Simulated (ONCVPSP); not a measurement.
# Tl: one change to an ONCV potential, before and after

* Element: thallium (Tl)
* Generator: ONCVPSP 4.0.1
* Type: optimised norm-conserving Vanderbilt (ONCV)
* Functional: LDA (Perdew-Wang 92)
* Relativity: scalar-relativistic
* Frozen core: [Kr] 4d10 4f14
* Valence charge: 21
* Reference configuration: 5s2 5p6 5d10 6s2 6p1
* Partial waves: 5s+6s: rc 1.45 bohr, ncon 4, nbas 7, qcut 8 1/bohr, 2 projectors; 5p+6p: rc 1.35 bohr, ncon 3, nbas 7, qcut 10.3 1/bohr, 2 projectors; 5d: rc 1.85 bohr, ncon 4, nbas 8, qcut 9.8 1/bohr, 3 projectors, debl 3.4 Ha
* Local potential: polynomial inside 1.10 bohr (lpopt 5, dvloc0 3 Ha)
* Core correction: Teter function, fcfact 4.75, rcfact 1.75

Change: p: qcut 7.9.

Cutoffs: the cutoffs (Ha) at which the residual kinetic energy of the hardest occupied pseudo-wave falls to 1 and 0.1 mHa per electron; they do not see the model core or the augmentation charge, which bear on the density cutoff. Errors are all-electron minus pseudo energies relative to the spin-unpolarised reference configuration.

What does the change do?

The potential gets softer (37 Ha and 43 Ha → 26 Ha and 31 Ha); of the 3 tests that both files solve, the error grows in 1 and shrinks in 0 by more than 15 % and 0.3 meV (median size 13.4 → 13.7 meV); neither file shows a bound ghost. The waves are optimised to have the least kinetic energy above qcut, so the cutoff follows it (qcut²/2 in Ha).

| quantity | base | changed |
| --- | --- | --- |
| cutoff, loose | 37 Ha | 26 Ha |
| cutoff, tight | 43 Ha | 31 Ha |
| loose cutoff by channel | s 26 Ha, p 37 Ha, d 26 Ha | s 26 Ha, p 23 Ha, d 26 Ha |
| bound ghosts | none | none |
| GHOST(+) flags under 300 eV | s at 220.2 eV | s at 220.2 eV |
| tests with a reliable result | 3 of 4 | 3 of 4 |
| error for 5s2 5p6 5d10 6s2 6p0, meV [ΔE 5.40 eV] | -2.4 | -2.5 |
| error for 5s2 5p6 5d10 6s1 6p0, meV [ΔE 26.60 eV] | -13 | -14 |
| error for 5s2 5p5 5d10 6s2 6p1, meV [ΔE 83.17 eV] | -135 | -167 |
| s: phases at 1.47 bohr within 0.05 rad from the reference energy up to (Ha; the scan ends near 5) | to the end of the scan | to the end of the scan |
| p: phases at 1.37 bohr within 0.05 rad from the reference energy up to (Ha; the scan ends near 5) | to the end of the scan | 4.6 |
| d: phases at 1.88 bohr within 0.05 rad from the reference energy up to (Ha; the scan ends near 5) | to the end of the scan | to the end of the scan |
| rms error of d²Exc/dni dnj with the model core, mHa | 2.64 | 2.58 |
